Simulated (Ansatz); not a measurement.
Species: H6Si2O3, charge 0, multiplicity 1. SMILES: O[Si](O)(O)[SiH3]
Geometry: optimised at B3LYP-D3(BJ)/def2-TZVP (Ansatz, a quantum-chemistry and plane-wave program).

Cost and difference of B3LYP with Ansatz in habitual basis sets for the atomisation energy (kcal/mol). Set-up: 6-31G* and kin with 6d, 5d where marked; LANL2DZ with its own core potentials from Na on; frozen cores in correlated levels; 6-311+G** with 5d, 6d on Na to Ar in Ansatz; UHF or UKS for open shells; dispersion terms only where a functional's name holds one; no spin-orbit coupling; non-relativistic; atomisation electronic, to ground-state atoms. Basis-set limits of correlation are two-point, X^-3; Hartree-Fock from the larger set. First-principles rows: single points at B3LYP-D3(BJ) geometries (Ansatz). Costs are core time of energy and forces over that of the cheapest set, on one shared machine, to one figure and rough; under a factor of 2 they don't order.

Coupled cluster (Ansatz) is a level with limits of its own, used here on species with T1 under 0.025 (0.045 for open shells) and stable references: CCSD(T)/CBS(aug-cc-pV(T+d)Z,aug-cc-pV(Q+d)Z).

Value to compare with: 967.0 kcal/mol.

```
level            relative cost  atomisation energy (kcal/mol)  difference
---------------  -------------  -----------------------------  ----------
B3LYP/STO-3G                1×                         1014.3        47.3
B3LYP/3-21G                 1×                          855.3      -111.7
B3LYP/LANL2DZ               1×                          850.4      -116.6
B3LYP/6-31G                 2×                          819.6      -147.4
B3LYP/def2-SVP              2×                          927.2       -39.8
B3LYP/6-31G*                2×                          916.8       -50.2
B3LYP/6-31G**               3×                          930.5       -36.5
B3LYP/cc-pVDZ               3×                          902.8       -64.2
B3LYP/6-31+G*               3×                          915.4       -51.6
B3LYP/6-311+G**             5×                          923.5       -43.5
```

The dearest set gives -43.5 kcal/mol. A small set can land close by cancelling terms.
